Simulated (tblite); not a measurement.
Species: C₇H₁₁OP.
Bonds: C1–C2, C2–C3 (triple), C3–P4, P4–C5, C5–C6, P4–C7, C7–C8, C7–O9 (double). Hydrogens: H10, H11, H12 on C1; H13, H14 on C5; H15, H16, H17 on C6; H18, H19, H20 on C8.

Computed with GFN2-xTB (tblite), gas phase: L-BFGS steps from a force-field or distance-geometry start until the largest atomic force falls under 0.01 eV/Å.

Step 89: E = -737.4001 eV
```
atom  x, y, z in Å  |  force x, y, z in eV/Å
C1      3.2531    0.1641    0.6514    0.001   0.020  -0.004
C2      1.9349   -0.0311    0.0958   -0.098   0.018  -0.049
C3      0.8171   -0.0984   -0.3536    0.085  -0.010   0.056
P4     -0.6924   -0.2771   -1.2439   -0.053  -0.021   0.048
C5     -1.7269   -1.1269    0.0708    0.044   0.042  -0.110
C6     -1.2293   -2.5537    0.2221    0.025   0.009  -0.029
C7     -1.4171    1.4020   -0.9223   -0.359   0.059  -0.071
C8     -0.5192    2.4857   -0.4089   -0.034   0.058   0.033
O9     -2.5960    1.5572   -1.1509    0.313  -0.018   0.082
H10     3.7890    0.8626    0.0095    0.107   0.004   0.026
H11     3.1919    0.5832    1.6557   -0.012  -0.017   0.014
H12     3.8005   -0.7771    0.6909   -0.029  -0.006  -0.011
H13    -1.6725   -0.5751    1.0124    0.058  -0.008   0.021
H14    -2.7595   -1.1016   -0.2812   -0.047  -0.008  -0.010
H15    -1.7818   -3.1006    0.9805   -0.102   0.016   0.045
H16    -1.3328   -3.0706   -0.7295    0.051  -0.108   0.022
H17    -0.1786   -2.5452    0.5045    0.049  -0.064  -0.009
H18    -0.2287    2.2368    0.6121   -0.025   0.016  -0.003
H19    -1.0509    3.4350   -0.4212    0.059   0.032   0.018
H20     0.3940    2.5413   -0.9972   -0.034  -0.014  -0.067
```

Step 90: E = -737.4022 eV
```
atom  x, y, z in Å  |  force x, y, z in eV/Å
C1      3.2527    0.1652    0.6497   -0.002   0.034  -0.002
C2      1.9343   -0.0267    0.0939   -0.037   0.013  -0.020
C3      0.8141   -0.1007   -0.3465    0.026  -0.003   0.024
P4     -0.6946   -0.2768   -1.2377   -0.052  -0.030   0.038
C5     -1.7295   -1.1302    0.0735    0.036   0.035  -0.080
C6     -1.2295   -2.5574    0.2208    0.016  -0.007  -0.015
C7     -1.4171    1.4047   -0.9219   -0.137   0.065  -0.043
C8     -0.5174    2.4893   -0.4091   -0.028   0.032   0.007
O9     -2.5901    1.5641   -1.1615    0.086   0.001   0.053
H10     3.7917    0.8643    0.0101    0.096  -0.012   0.033
H11     3.1892    0.5830    1.6546    0.001  -0.021   0.010
H12     3.7962   -0.7782    0.6884   -0.019   0.001  -0.009
H13    -1.6730   -0.5834    1.0189    0.055  -0.011  -0.003
H14    -2.7637   -1.1026   -0.2753   -0.030  -0.016  -0.012
H15    -1.7814   -3.1082    0.9794   -0.065   0.047   0.002
H16    -1.3292   -3.0750   -0.7318    0.040  -0.083   0.043
H17    -0.1778   -2.5445    0.5024    0.025  -0.075  -0.003
H18    -0.2277    2.2414    0.6119   -0.013   0.016   0.005
H19    -1.0478    3.4392   -0.4232    0.056   0.030   0.015
H20     0.3955    2.5430   -0.9996   -0.055  -0.017  -0.044
```

Task: Estimate the geometry and energy of step 91. (The exact step hangs on the optimiser's Hessian estimate; all steps are aligned on step 90, rigid shifts and turns removed.)

Result: E = -737.4049 eV, largest force 0.102 eV/Å
```
atom  x, y, z in Å  |  force x, y, z in eV/Å
C1      3.2503    0.1654    0.6496    0.008   0.040  -0.004
C2      1.9324   -0.0257    0.0932    0.012   0.015  -0.001
C3      0.8117   -0.1036   -0.3433   -0.038   0.006   0.001
P4     -0.6977   -0.2741   -1.2340   -0.057  -0.005   0.005
C5     -1.7308   -1.1335    0.0711   -0.007   0.010  -0.013
C6     -1.2266   -2.5611    0.2189   -0.014   0.011   0.015
C7     -1.4199    1.4096   -0.9170    0.014   0.056  -0.017
C8     -0.5137    2.4950   -0.4114   -0.041  -0.003  -0.047
O9     -2.5914    1.5701   -1.1545   -0.022   0.017   0.039
H10     3.7907    0.8657    0.0115    0.087  -0.030   0.043
H11     3.1843    0.5823    1.6547    0.009  -0.017   0.016
H12     3.7918   -0.7792    0.6890   -0.011   0.009  -0.012
H13    -1.6752   -0.5902    1.0207    0.046  -0.031  -0.054
H14    -2.7678   -1.1085   -0.2756    0.034  -0.017  -0.001
H15    -1.7808   -3.1109    0.9778   -0.045   0.055  -0.014
H16    -1.3215   -3.0829   -0.7312    0.027  -0.070   0.022
H17    -0.1758   -2.5461    0.5031    0.024  -0.066   0.003
H18    -0.2214    2.2499    0.6083    0.003   0.005   0.035
H19    -1.0407    3.4467   -0.4258    0.055   0.030   0.004
H20     0.3968    2.5417   -1.0080   -0.084  -0.012  -0.020
```

The energy changes by -0.0027 eV. The first-order estimate −F·Δx gives -0.0034 eV and the mean of the old and new forces, exact on a quadratic surface, -0.0027 eV. The step makes an angle of 69° with the force vector and moves no atom by more than 0.011 Å.

The cost below is that of the whole relaxation. The run took 1.1 s wall on an Arm Neoverse V2 with one thread, shared host.
